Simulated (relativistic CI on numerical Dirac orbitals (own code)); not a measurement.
## Magnetism of Co⁴⁺, 3d5, in a crystal field

Calculated by Dirac-Coulomb-Breit CI, orbitals from a KLI potential per configuration, QED by a radiative potential, valence Slater integrals scaled by 0.65, one configuration in a parametric crystal field (own radial code).

Field parameters in Wybourne normalisation: D4h B²₀ = −7Ds, B⁴₀ = 21(Dq − Dt), B⁴₄ = 21√(5/14) Dq. The field is a parameter set, without covalency.

S is read from ⟨S²⟩ = S(S + 1).

Powder χT (cm³ K mol⁻¹) by Van Vleck's formula, with temperature-independent terms:

```
                                        Field    2 K    5 K   10 K   20 K   50 K  100 K  200 K  300 K
D4h, 10Dq = 25450, Ds = -1500, Dt = -270 cm⁻¹  0.646  0.649  0.652   0.66  0.682  0.719  0.791  0.854
 D4h, 10Dq = 25450, Ds = 3000, Dt = -270 cm⁻¹  0.412  0.413  0.414  0.416  0.422  0.432  0.453  0.474
 D4h, 10Dq = 25450, Ds = 2590, Dt = -270 cm⁻¹  0.419   0.42  0.421  0.423   0.43   0.44  0.462  0.483
 D4h, 10Dq = 25450, Ds = 2180, Dt = -270 cm⁻¹  0.429  0.429   0.43  0.433  0.439  0.451  0.473  0.496
 D4h, 10Dq = 25450, Ds = 1770, Dt = -270 cm⁻¹  0.441  0.442  0.443  0.445  0.453  0.464  0.488  0.512
 D4h, 10Dq = 25450, Ds = 1360, Dt = -270 cm⁻¹  0.458  0.459  0.461  0.463  0.471  0.484   0.51  0.536
  D4h, 10Dq = 25450, Ds = 950, Dt = -270 cm⁻¹  0.484  0.485  0.486  0.489  0.498  0.513  0.542  0.571
  D4h, 10Dq = 25450, Ds = 550, Dt = -270 cm⁻¹  0.522  0.523  0.524  0.528  0.538  0.556  0.591  0.626
```

(1) For D4h, 10Dq = 25450, Ds = -1500, Dt = -270 cm⁻¹: what effective moment follows at 300 K?

Results:

(1) μ_eff = √(8χT) = 2.61 μB. The ground level has S = 0.51; the spin-only moment for S = 1/2 is 1.73 μB. The difference comes from the orbital moment, spin-orbit mixing of terms and temperature-independent paramagnetism, all larger in this ionic model than in covalent complexes.
